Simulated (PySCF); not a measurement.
Level of theory: PBE-D3(BJ)/def2-TZVP // B3LYP-D3(BJ)/def2-TZVP (PySCF). Gas-phase values, no solvent. Delta-SCF ions had no search for a lower state. Excitations are Tamm–Dancoff values on a coarser integration grid. The basis has no diffuse functions, so Rydberg states are missing or too high.

Reference species (SMILES): `C[Si](C)=O` (neutral, multiplicity 1).

```yaml
T1 excitation (TDA): 4.04 eV
S1 oscillator strength: 0.000
vertical ionisation energy (Delta-SCF): 9.55 eV
```

Changed species: `C[C@@H]1O[SiH2]1`.

Problem. What does the change do to the T1 excitation (TDA), S1 oscillator strength and vertical ionisation energy (Delta-SCF)?

Solution. the T1 excitation (TDA) rises by 0.31 eV, to 4.35 eV; the S1 oscillator strength rises by 0.016, to 0.016; the vertical ionisation energy (Delta-SCF) falls by 0.16 eV, to 9.39 eV.
